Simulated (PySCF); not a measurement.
## TeN: energy against distance

Set-up: Te cc-pVDZ-PP with ECP28, N cc-pVDZ; scalar-relativistic core potentials (PySCF 2.14). Energies in eV from Te + N in their ground configurations at the same level. State: ²Π (doublet), unpaired electrons π ↑.

```csv
R (Å),TPSSh
1.628,-1.096
1.704,-1.971
1.779,-2.435
1.836,-2.591
1.893,-2.631
1.950,-2.593
2.026,-2.469
2.120,-2.243
2.234,-1.925
2.385,-1.484
```

Problem. Put a parabola through the three lowest points of the TPSSh curve and estimate Re, k and ωe (reduced mass 12.64 u; 1 eV/Å² = 0.16022 mdyn/Å; ωe = 1302.8·√(k/μ) cm⁻¹).

Solution. Through R = 1.836, 1.893, 1.95 Å the second-order coefficient is 12.0 eV/Å², so Re ≈ 1.894 Å, k ≈ 3.85 mdyn/Å and ωe ≈ 719 cm⁻¹. A polynomial fit of higher order to the unrounded TPSSh energies gives Re = 1.890 Å, k = 3.90 mdyn/Å, ωe = 724 cm⁻¹; anharmonicity and rounding make the difference.

The higher-order fit for each curve: TPSSh: Re = 1.890 Å, ωe = 724 cm⁻¹, De = 2.63 eV.

⟨S²⟩ of the unrestricted solution departs from its pure value on part of the curve, where spin states mix. These are scalar-relativistic numbers at best; spin–orbit coupling would shift them, the dissociation energy most. The state is the lowest determinant that a PBE0 search found; another state may lie lower at other levels.
